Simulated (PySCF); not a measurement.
Isomers of C4H5NOSi, mass 111.014 u with the commonest isotopes. Method used: PySCF 2.14.0, PBE0-D3(BJ)/def2-SVP geometry optimisation, gas phase. One conformer each, none proved a minimum here; rigid rotors.

Task: Order these by dipole moment, largest first.
A. `N#C[Si@@H]1C=CCO1`
B. `[CH3:1][C:2]#[C:3][Si@@H:4]([OH:5])[C:6]#[N:7]` with C3–Si4–O5–H 49°
C. `[N:1]#[C:2]/[CH:3]=[C:4](\[SiH3:5])[CH:6]=[O:7]` with C3–C4–C6–O7 180°

Result: B (4.83 D), A (4.57 D), C (1.85 D).

Task: Order these by radius of gyration √(Σ m r²/M), largest first.
A. `[CH3:1][C:2]#[C:3][Si@@H:4]([OH:5])[C:6]#[N:7]` with C3–Si4–O5–H 49°
B. `[N:1]#[C:2]/[CH:3]=[C:4](\[SiH3:5])[CH:6]=[O:7]` with C3–C4–C6–O7 180°
C. `N#C[Si@@H]1C=CCO1`

Result: A (2.278 Å), B (2.117 Å), C (1.879 Å).

Task: Order these by rotational constant A, smallest first.
A. `[N:1]#[C:2]/[CH:3]=[C:4](\[SiH3:5])[CH:6]=[O:7]` with C3–C4–C6–O7 180°
B. `[CH3:1][C:2]#[C:3][Si@@H:4]([OH:5])[C:6]#[N:7]` with C3–Si4–O5–H 49°
C. `N#C[Si@@H]1C=CCO1`

Result: B (3297 MHz), A (3872 MHz), C (4722 MHz).

```
             SMILES  point group  Ia (u·Å²)  Ib (u·Å²)  Ic (u·Å²)      κ  μa (D)  μb (D)  μc (D)
  N#C[Si@@H]1C=CCO1           C1     107.03     321.59     355.14  -0.91    4.33    1.29    0.65
N#C/C=C(\[SiH3])C=O           Cs     130.53     369.92     494.41  -0.76    0.78    1.68    0.03
  CC#C[Si@@H](O)C#N           C1     153.30     441.24     558.05  -0.80    4.48    1.65    0.75
```
